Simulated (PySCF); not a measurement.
## Electron correlation in C⁺ (carbon, charge +1)

[He] 2s2 2p1, 2P determinant. Computed with PySCF 2.14 in 6-31G* (3s2p1d, 14 functions), with no relativity, point nucleus. Frozen: 1s2; 3 electrons correlated.

MP2 pair energies summed by pair of shells (mhartree):

```csv
pair,energy,share (%)
2s-2s,-26.25,61.5
2s-2p,-16.45,38.5
```

Total MP2 correlation energy: -42.70 mhartree.

Same-spin part -2.47 and opposite-spin part -40.23 mhartree; SCS-MP2 scales them by 1/3 and 6/5 to -49.10 mhartree.

| level | correlation energy (mhartree) |
| --- | --- |
| CCSD | -66.97 |
| (T) | -0.72 |
| CCSD(T) | -67.69 |

Diagnostics: T1 = 0.0078, D1 = 0.0138, largest double amplitude 0.138.

Cost of the coupled-cluster step: 0.07 s of wall time on 1 thread of Neoverse-V2 (shared host), for 3 correlated electrons.

Iterations:

```
CC2 = 0
CCSD nocc = (np.int64(2), np.int64(1)), nmo = (13, 13)
frozen orbitals [[0], [0]]
max_cycle = 100
direct = 0
conv_tol = 1e-08
conv_tol_normt = 1e-06
diis_space = 8
diis_start_cycle = 0
Init t2, MP2 energy = -0.0427019353700884
Init E_corr(UCCSD) = -0.0427019353701105
cycle = 1  E_corr(UCCSD) = -0.0566688502894471  dE = -0.0139669149  norm(t1,t2) = 0.054811
cycle = 2  E_corr(UCCSD) = -0.0621203848337812  dE = -0.00545153454  norm(t1,t2) = 0.0266118
cycle = 3  E_corr(UCCSD) = -0.0670476027925911  dE = -0.00492721796  norm(t1,t2) = 0.0136842
cycle = 4  E_corr(UCCSD) = -0.0669497465701202  dE = 9.78562225e-05  norm(t1,t2) = 0.000978221
cycle = 5  E_corr(UCCSD) = -0.0669791273352594  dE = -2.93807651e-05  norm(t1,t2) = 0.000137367
cycle = 6  E_corr(UCCSD) = -0.0669653885329213  dE = 1.37388023e-05  norm(t1,t2) = 3.22757e-05
cycle = 7  E_corr(UCCSD) = -0.0669702764942383  dE = -4.88796132e-06  norm(t1,t2) = 1.19943e-05
cycle = 8  E_corr(UCCSD) = -0.0669697569610746  dE = 5.19533164e-07  norm(t1,t2) = 1.90701e-06
cycle = 9  E_corr(UCCSD) = -0.0669696841900624  dE = 7.27710121e-08  norm(t1,t2) = 2.45111e-07
cycle = 10  E_corr(UCCSD) = -0.0669696858119242  dE = -1.62186171e-09  norm(t1,t2) = 1.7017e-08
UCCSD converged
E(UCCSD) = -37.35368471757352  E_corr = -0.06696968581192415
UCCSD(T) correction = -0.000718553172217733
```
